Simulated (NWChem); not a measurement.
System: C3H3F3; SMILES F/C=C\C(F)F

```xyz
9

F      0.6911    -2.1054     0.0000
C     -0.5578    -1.6040     0.0000
C     -0.8016    -0.2987     0.0000
C      0.2657     0.7428     0.0000
F      0.1264     1.5484     1.1008
F      0.1264     1.5484    -1.1008
H     -1.3128    -2.3838     0.0000
H     -1.8296     0.0485     0.0000
H      1.2778     0.3304     0.0000
```
Atoms are numbered in this order, from 1.

All runs use the structure optimised with B3LYP/6-31G* (spherical d).

Question: Give the principal values of the shielding tensors (ppm) of F1, C2, C3, C4, F5 from BHandHLYP/pcSseg-1, GIAO (NWChem), with their diamagnetic and paramagnetic parts as GIAO splits them.

Answer: 
```
atom    σ11    σ22    σ33  isotropic  diamagnetic  paramagnetic
----  -----  -----  -----  ---------  -----------  ------------
F1    203.1  299.3  431.0      311.1        473.9        -162.8
C2    -82.7   60.1   83.2       20.2        250.2        -230.1
C3    -41.4  100.1  145.7       68.2        257.8        -189.7
C4     55.7   67.1   95.8       72.9        238.9        -166.0
F5    194.3  352.3  388.9      311.8        475.4        -163.6
```
